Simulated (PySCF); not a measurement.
A search over the determinants of HgBr

Unrestricted PBE0; PySCF, scalar-relativistic core potentials, basis sets Hg cc-pVDZ-PP with ECP60, Br cc-pVDZ-PP with ECP10. Outer shells of the fragments: Hg 5d10 6s2; Br 3d10 4s2 4p5.

Followed along the bond (rough minima from three points):

| 2Ms+1 | unpaired | ⟨S²⟩ at the start | R at minimum (Å) | Te (eV) |
| --- | --- | --- | --- | --- |
| 2 | σ ↑ | 0.76 | 2.57 | 0.00 |
| 4 | σ ↑, π ↑↑ | 3.75 | none in the scan | ≤ 5.64 |

Solutions found at the starting distance of 2.490 Å, counted from the lowest of them; the search is not exhaustive and high or unbound solutions are not listed, so other states can lie among these:

```csv
2Ms+1,unpaired,term,E (eV),⟨S²⟩,⟨Lz²⟩,μ (D)
2,σ ↑,²Σ⁺,0.00,0.76,0.00,-2.36
2,π ↑,²Π,2.21,0.75,1.00,2.48
2,π ↑,²Π,4.56,0.78,1.00,-1.43
4,"σ ↑, π ↑↑",mixed,5.86,3.75,2.01,3.45
4,"σ ↑, π ↑↑",mixed,5.99,3.75,2.01,3.51
4,"σ ↑↑, π ↑",⁴Π,6.94,3.75,1.02,1.28
4,"σ ↑↑, π ↑",⁴Π,7.21,3.75,1.01,4.03
4,σ ↑↑↑,⁴Σ⁺,8.58,3.75,0.00,1.72
```

A term symbol is given only where ⟨S²⟩ and ⟨Lz²⟩ are close to those of a pure state; real π, δ and φ orbitals otherwise mix terms. A positive dipole means Hg(−)Br(+).

Spin–orbit coupling is left out. Counting both spins, an empty level lies below a filled one in some of these solutions, because spin and occupation are held.
